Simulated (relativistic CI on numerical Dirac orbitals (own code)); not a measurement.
# Hyperfine structure of Bi XXXIII, mass number 209

Computed by Dirac-Coulomb-Breit CI, orbitals from a KLI potential per configuration, model QED (radiative potential, 1s self-energy scaled to tabulated hydrogen-like ionisation energies), unscaled Slater integrals (own radial code, finite nucleus).

Configuration list (outside the closed core [Ar] 3d10 4p6 4d10): 4s2.4f5, 4s2.4f4.5s, 4s2.4f4.5p, 4s2.4f3.5s2, 4s2.4f3.5s.5p, 4s2.4f3.5p2, 4s.4f6, 4s2.4f4.6s. Levels of other configurations are missing.

Nuclear spin I = 9/2, μ = 4.092 μN, Q = -0.516 b (tables of Stone and Pyykkö). The electronic factors are computed for point nuclear moments, without core polarisation or the Bohr-Weisskopf and QED corrections.

```
           Level  E (eV)  A (MHz)  B (MHz)
 4s2.4f5 6H°_7/2  3.8323     4963     2690
 4s2.4f5 6F°_3/2  6.0276     6205      704
 4s2.4f5 6H°_9/2  6.5519     4361     2400
 4s2.4f5 6F°_1/2  6.6954    14670         
4s2.4f5 6H°_11/2  8.2877     4305     2070
 4s2.4f5 6F°_7/2  8.6592     3374      143
```

Levels with J = 0, under 50 % of one LS term, or S terms without an open s electron are left out. Small factors come from cancelling terms and can be off by tens of per cent or more.

At this charge energies of transitions that change n are usually good to better than 1 %, and those within a shell (Δn = 0) to a few per cent. Terms inside the open d or f shell come out 10 to 20 % too wide with unscaled integrals.

**Question.** Give the hyperfine levels of 4s2.4f5 6H°_7/2 relative to its centre of gravity.

**Answer.** With K = F(F + 1) − I(I + 1) − J(J + 1), E = AK/2 + B[¾K(K + 1) − I(I + 1)J(J + 1)]/[2I(2I − 1)J(2J − 1)]: F = 1: -94300, F = 2: -84760, F = 3: -70370, F = 4: -51030, F = 5: -26620, F = 6: 3033, F = 7: 38110, F = 8: 78840 MHz.

LS names give the leading component of a level, which can be under half, so a name can repeat, a term be missing and a line seem to break the LS rules.
